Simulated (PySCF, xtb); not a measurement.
chloro(methylsilyl)silane (CH7ClSi2), SMILES C[SiH2][SiH2]Cl.

xtb with GFN2-xTB at its own geometry gives an orbital gap of 4.42 eV and a dipole moment of 1.77 D.

Geometry: B3LYP-D3(BJ)/def2-SVP. One conformer was computed; it need not be the lowest.

Q: What does PySCF with M06-2X/def2-TZVP give? (Estimate from the structure and the level; the computed values follow.)

A: gap 9.29 eV (levels -9.00 and 0.28 eV), dipole 1.69 D.
